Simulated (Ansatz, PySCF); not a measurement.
Reaction (SMILES): N[SiH2][SiH2]N → [NH][SiH2][SiH2]N + H atom (the H-N bond at the site shown breaks; other sites are not compared here)
Structures are relaxed separately at B3LYP-D3(BJ)/def2-TZVP in Ansatz (an electronic-structure program), one conformer each, not searched for the lowest. Frequencies are from PySCF.

Quantity: bond dissociation energy (enthalpy at 298 K, with B3LYP-D3(BJ) rigid-rotor harmonic-oscillator terms), in kJ/mol. Cores are frozen in the correlated levels unless marked. Open shells are spin-unrestricted. Spin-orbit coupling is left out. Non-relativistic unless marked X2C. CBS marks a two-point X^-3 extrapolation of the correlation energy; Hartree-Fock from the larger set.

```
level                                        program  bond dissociation energy (kJ/mol)
------------------------------------  --------------  ---------------------------------
SVWN5/def2-TZVPD                              Ansatz                              474.9
BLYP/def2-TZVPD                               Ansatz                              410.7
revPBE-D4/def2-TZVPD                  Ansatz + dftd4                              414.2
revPBE/def2-TZVPD                             Ansatz                              405.3
r2SCAN/def2-TZVPD                             Ansatz                              420.4
r2SCAN-D4/def2-TZVPD                  Ansatz + dftd4                              421.0
PBE0/6-31G*                                   Ansatz                              428.6
PBE0-D3(BJ)/def2-TZVP                 Ansatz + dftd3                                [?]
PBE0/def2-TZVPD                               Ansatz                              429.9
CAM-B3LYP-D3(BJ)/def2-TZVPD           Ansatz + dftd3                                [?]
RPA@PBE/cc-pV(T+d)Z                           Ansatz                              434.9
SCS-MP2/cc-pV(D+d)Z                           Ansatz                              440.8
X2C-CCSD(T)/cc-pVTZ-DK                        Ansatz                                [?]
CCSD(T)/CBS(cc-pV(T+d)Z,cc-pV(Q+d)Z)          Ansatz                              456.8
```

**Question.** Fill in the missing entries.

**Answer.** 
- PBE0-D3(BJ)/def2-TZVP, bond dissociation energy (kJ/mol): 432.3
- CAM-B3LYP-D3(BJ)/def2-TZVPD, bond dissociation energy (kJ/mol): 443.9
- X2C-CCSD(T)/cc-pVTZ-DK, bond dissociation energy (kJ/mol): 447.8
